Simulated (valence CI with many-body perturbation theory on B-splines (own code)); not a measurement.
Forbidden lines of Cr⁺

Level of theory: relativistic CI+MBPT: five valence electrons over a frozen Dirac-Fock core [Ar], a basis of 9 s, 9 p, 9 d, 7 f, 4 g, 2 h functions for each j, with the one-electron correlation potential Σ1 (screened to all orders), the two-electron term Σ2, the three-electron term Σ3, Breit, model QED; selected single and double excitations, second order for the rest, scaled by the run's own slope (own B-spline code, finite nucleus).

Set against measurement, 16 paired levels are off by 1655 cm⁻¹ on average, the worst by 2709. These come from a selection out of the NIST Handbook of Basic Atomic Spectroscopic Data. Levels without a partner in it may be off by more, other configurations by 1,000 to 4,000 cm⁻¹. Among the levels kept, up to 1200 cm⁻¹ of a level comes from second order outside the variational space, and about a tenth of that is noise between levels of different J, which matters for small intervals. Only levels of the ground parity were solved; by the run's estimate the other parity begins above the list, which can be wrong where configurations are misplaced.

Lines 1 to 50 of 81 in falling wavelength, among levels below 30679 cm⁻¹, chosen from the decays that carry over 1 % of a level's rate. Wavelengths and rates use the calculated energies, so an error of 2000 cm⁻¹ moves a line at 13630 Å by 27 % and its rate by three times that or more. Electric multipoles are in the length gauge, E1 and E2 with the static RPA response of the core. Weak lines are less certain than strong ones. Lines between different terms over intervals too small for the method are left out, as are lines whose strength nearly cancels and 30 of this kind that miss the measured wavelength by over 7 %. Branching is blank where the lifetime is uncertain.

| λ vac (Å) | λ from measured levels | Upper | Lower | Type | A (s⁻¹) | Branch % |
| --- | --- | --- | --- | --- | --- | --- |
| 4.447e+05 | 4.422e+05 | 3d4 4s 4D_7/2 | 3d4 4s 4D_5/2 | M1 | 2.64e-04 | 15.3 |
| 33310 |  | 3d5 4D_7/2 | 3d5 4P_5/2 | M1 | 5.39e-03 | 24.6 |
| 33060 |  | 3d5 4D_5/2 | 3d5 4P_5/2 | M1 | 2.91e-03 | 13.3 |
| 32980 |  | 3d5 4D_5/2 | 3d5 4P_3/2 | M1 | 3.71e-04 | 1.7 |
| 32960 |  | 3d5 4D_3/2 | 3d5 4P_5/2 | M1 | 2.61e-03 | 9.7 |
| 32880 |  | 3d5 4D_3/2 | 3d5 4P_3/2 | M1 | 5.12e-03 | 19.0 |
| 32800 |  | 3d5 4D_1/2 | 3d5 4P_1/2 | M1 | 7.94e-03 | 24.8 |
| 32660 |  | 3d5 4D_1/2 | 3d5 4P_3/2 | M1 | 5.11e-03 | 15.9 |
| 15710 |  | 3d4 4s 4P_1/2 | 3d5 4P_5/2 | E2 | 3.57e-03 |  |
| 14990 |  | 3d4 4s 4P_3/2 | 3d5 4P_5/2 | E2 | 2.71e-03 |  |
| 14990 |  | 3d4 4s 4P_3/2 | 3d5 4P_5/2 | M1 | 2.01e-03 |  |
| 13910 |  | 3d4 4s 4H_7/2 | 3d5 4G_9/2 | E2 | 2.10e-04 |  |
| 13890 |  | 3d4 4s 4H_7/2 | 3d5 4G_5/2 | E2 | 6.62e-03 |  |
| 13890 |  | 3d4 4s 4H_7/2 | 3d5 4G_5/2 | M1 | 1.37e-04 |  |
| 13890 |  | 3d4 4s 4H_7/2 | 3d5 4G_7/2 | E2 | 2.21e-03 |  |
| 13890 |  | 3d4 4s 4H_7/2 | 3d5 4G_7/2 | M1 | 1.43e-04 |  |
| 13800 |  | 3d4 4s 4H_9/2 | 3d5 4G_11/2 | E2 | 1.65e-04 |  |
| 13770 |  | 3d4 4s 4H_9/2 | 3d5 4G_9/2 | E2 | 2.48e-03 |  |
| 13770 |  | 3d4 4s 4H_9/2 | 3d5 4G_9/2 | M1 | 1.51e-04 |  |
| 13760 |  | 3d4 4s 4H_9/2 | 3d5 4G_5/2 | E2 | 1.16e-03 |  |
| 13760 |  | 3d4 4s 4H_9/2 | 3d5 4G_7/2 | E2 | 5.70e-03 |  |
| 13640 |  | 3d4 4s 4H_11/2 | 3d5 4G_11/2 | E2 | 1.89e-03 |  |
| 13630 | 13340 | 3d4 4s 4D_5/2 | 3d4 4s 6D_7/2 | M1 | 3.28e-04 | 23.2 |
| 13610 |  | 3d4 4s 4H_11/2 | 3d5 4G_9/2 | E2 | 6.80e-03 |  |
| 13600 |  | 3d5 4D_7/2 | 3d4 4s 4D_7/2 | E2 | 7.86e-03 | 35.9 |
| 13600 |  | 3d4 4s 4H_11/2 | 3d5 4G_7/2 | E2 | 1.38e-03 |  |
| 13560 | 13280 | 3d4 4s 4D_7/2 | 3d4 4s 6D_9/2 | M1 | 1.03e-03 | 59.8 |
| 13560 | 13340 | 3d4 4s 4D_1/2 | 3d4 4s 6D_3/2 | M1 | 1.05e-04 | 6.7 |
| 13560 |  | 3d5 4D_5/2 | 3d4 4s 4D_7/2 | E2 | 6.72e-03 | 30.7 |
| 13560 |  | 3d5 4D_5/2 | 3d4 4s 4D_7/2 | M1 | 3.48e-04 | 1.6 |
| 13540 |  | 3d5 4D_3/2 | 3d4 4s 4D_7/2 | E2 | 1.95e-03 | 7.2 |
| 13460 | 13220 | 3d4 4s 4D_1/2 | 3d4 4s 6D_1/2 | M1 | 1.46e-03 | 93.2 |
| 13440 |  | 3d4 4s 4H_13/2 | 3d5 4G_11/2 | E2 | 9.77e-03 |  |
| 13440 |  | 3d4 4s 4H_13/2 | 3d5 4G_11/2 | M1 | 1.65e-04 |  |
| 13430 | 13160 | 3d4 4s 4D_3/2 | 3d4 4s 6D_3/2 | M1 | 8.77e-04 | 66.5 |
| 13410 |  | 3d4 4s 4H_13/2 | 3d5 4G_9/2 | E2 | 1.03e-03 |  |
| 13350 | 13070 | 3d4 4s 4D_5/2 | 3d4 4s 6D_5/2 | M1 | 5.79e-04 | 40.9 |
| 13330 | 13040 | 3d4 4s 4D_3/2 | 3d4 4s 6D_1/2 | M1 | 3.79e-04 | 28.7 |
| 13220 | 12950 | 3d4 4s 4D_7/2 | 3d4 4s 6D_7/2 | M1 | 2.83e-04 | 16.4 |
| 13200 |  | 3d5 4D_7/2 | 3d4 4s 4D_5/2 | E2 | 5.44e-03 | 24.8 |
| 13170 | 12880 | 3d4 4s 4D_5/2 | 3d4 4s 6D_3/2 | M1 | 3.18e-04 | 22.5 |
| 13160 |  | 3d5 4D_5/2 | 3d4 4s 4D_5/2 | E2 | 1.01e-03 | 4.6 |
| 13140 |  | 3d5 4D_3/2 | 3d4 4s 4D_5/2 | E2 | 8.35e-03 | 31.1 |
| 13140 |  | 3d5 4D_3/2 | 3d4 4s 4D_5/2 | M1 | 5.84e-04 | 2.2 |
| 13110 |  | 3d5 4D_1/2 | 3d4 4s 4D_5/2 | E2 | 5.31e-03 | 16.6 |
| 12960 | 12700 | 3d4 4s 4D_7/2 | 3d4 4s 6D_5/2 | M1 | 1.31e-04 | 7.6 |
| 12950 |  | 3d5 4D_7/2 | 3d4 4s 4D_3/2 | E2 | 1.09e-03 | 5.0 |
| 12910 |  | 3d5 4D_5/2 | 3d4 4s 4D_3/2 | E2 | 5.75e-03 | 26.3 |
| 12860 |  | 3d5 4D_1/2 | 3d4 4s 4D_3/2 | E2 | 1.19e-02 | 37.0 |
| 12860 |  | 3d5 4D_1/2 | 3d4 4s 4D_3/2 | M1 | 4.75e-04 | 1.5 |
